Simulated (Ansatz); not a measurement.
CFGaOS. Total charge 0; spin multiplicity 1. The bonds changed during the relaxation, so this is another structure than the one it started from. All single points use the PBE0-D4/def2-TZVP geometry.

```xyz
5

F    -0.553   -1.636   -0.511
Ga   -2.027   -0.752   -1.037
O     1.789   -0.047    0.799
C     0.956    0.697    0.543
S    -0.165    1.738    0.205
```

(1) What is the dipole moment at B3LYP/def2-TZVPP? (An estimate is asked.)

(2) And with PBE, r2SCAN, ωB97M-V? (An estimate is asked.)

(3) Give the Mulliken charges with B3LYP, PBE, r2SCAN in def2-TZVPP. (Best estimate.)

## Answers

(1) Computed: 2.48 D, with components (-1.78, 1.65, -0.54) D in this frame, pointing from negative to positive charge.

(2) The calculation gave: PBE 2.23 D, r2SCAN 2.23 D, ωB97M-V 2.36 D.

(3) The calculation gave: 
```json
{"atom": "F1", "B3LYP": "-0.42", "PBE": "-0.37", "r2SCAN": "-0.41"}
{"atom": "Ga2", "B3LYP": "0.39", "PBE": "0.33", "r2SCAN": "0.38"}
{"atom": "O3", "B3LYP": "-0.08", "PBE": "-0.04", "r2SCAN": "-0.10"}
{"atom": "C4", "B3LYP": "0.29", "PBE": "0.24", "r2SCAN": "0.28"}
{"atom": "S5", "B3LYP": "-0.18", "PBE": "-0.16", "r2SCAN": "-0.14"}
```

B3LYP here is the variant with VWN-RPA as its local correlation; programs differ in this.
